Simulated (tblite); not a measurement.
Run record: tight-binding relaxation, `C=C(Cl)[C@H]1C=CC[SiH2]1`.

Computed with GFN2-xTB geometry optimisation, gas phase (tblite 0.8.0). Start geometry: from a force field or distance geometry. The command runs a driver script over a list of jobs; the input below is this job's line of settings and its coordinates in Å.

Command:
```bash
OMP_NUM_THREADS=1 python probes_run.py task.json out
```

Input:
```
{"job": {"kind": "relax", "xc": "GFN2-xTB", "basis": "xTB"}, "charge": 0, "multiplicity": 1}
C      2.116000     0.669100     0.743900
C      1.602800    -0.463300     0.295800
Cl     2.368000    -1.960600     0.922600
C      0.494200    -0.622700    -0.645400
C     -0.652100    -1.373900    -0.060000
C     -1.667400    -0.728900     0.371800
C     -1.667900     0.749600     0.304400
Si    -0.385900     0.968900    -1.068000
H      1.766900     1.652300     0.468000
H      2.942500     0.632500     1.458500
H      0.879600    -1.109400    -1.569900
H     -0.604600    -2.500900    -0.036500
H     -2.561900    -1.252100     0.826700
H     -2.648400     1.160600    -0.004700
H     -1.302600     1.216100     1.256000
H     -1.092900     0.819100    -2.334500
H      0.406900     2.155500    -0.938400
```

Question: What does the run print?

Answer: 
```
step      E/eV     max force
  0    -643.29560    4.096
  1    -643.43350    3.296
  2    -643.55114    0.535
  3    -643.57709    0.426
  4    -643.60792    0.769
  5    -643.63154    0.506
  6    -643.64454    0.301
  7    -643.65458    0.241
  8    -643.66269    0.335
  9    -643.67108    0.287
... (135 lines left out)
145    -643.88849    0.021
146    -643.88861    0.024
147    -643.88874    0.024
148    -643.88890    0.035
149    -643.88902    0.032
150    -643.88912    0.021
151    -643.88917    0.017
152    -643.88923    0.012
153    -643.88926    0.011
154    -643.88928    0.008
```

«max force» is the largest atomic force in eV/Å.

Question: From which step on does the largest force stay under 0.1 eV/Å, and how much energy is left to gain from there?

Answer: From step 98 (0.093 eV/Å), 7.9 meV above the end.

Main results: energy lowered by 13.7 kcal/mol over 154 steps; largest atomic force 0.008 eV/Å at the end.

Question: How long does this job take on an Arm Neoverse N1 with one thread, shared host?

Answer: About 2.2 s.
Labels such as C1 count atoms from 1, the log's own numbers from 0.
